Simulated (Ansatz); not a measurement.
The Cd1–I3 bond of CdFI (SMILES [F][Cd][I]) is stretched (multiplicity 1, the rest rigid).
Geometry at rest (charge 0, multiplicity 1):
```xyz
3

Cd     0.000     0.000    -1.085
F      0.000     0.000    -3.039
I      0.000     0.000     1.499
```

Frozen-core correlation. Filled d and f shells under p-block atoms count as core.

Run with Ansatz (an electronic-structure program). Values without a source in brackets are computed. In def2 rows elements past Kr take small-core potentials, without spin–orbit coupling.

FIC-MRCISD+Q on CASSCF(6,4)/def2-TZVPP, total energies (hartree):

```json
[
 {"R (Å)": "2.584", "CASSCF": "-563.099758", "MRCISD": "-563.794225", "weight c² of the reference": "0.88200"},
 {"R (Å)": "4.522", "CASSCF": "-563.009942", "MRCISD": "-563.694698", "weight c² of the reference": "0.88413"},
 {"R (Å)": "8.269", "CASSCF": "-563.003473", "MRCISD": "-563.688555", "weight c² of the reference": "0.88412"}
]
```

### Question
Add the Davidson correction (E_MRCISD − E_CASSCF)(1 − c²)/c² and give the energies above the first point at the three levels.

### Answer

Corrections (hartree): -0.092915, -0.089742, -0.089788. Above the first point (kcal/mol):
- R = 4.522 Å: CASSCF 56.4, MRCISD 62.5, with the correction 64.4
- R = 8.269 Å: CASSCF 60.4, MRCISD 66.3, with the correction 68.3

Doubts at one or more of the structures used: active orbitals that take no part (FIC-MRCISD+Q on CASSCF(6,4)/def2-TZVPP).
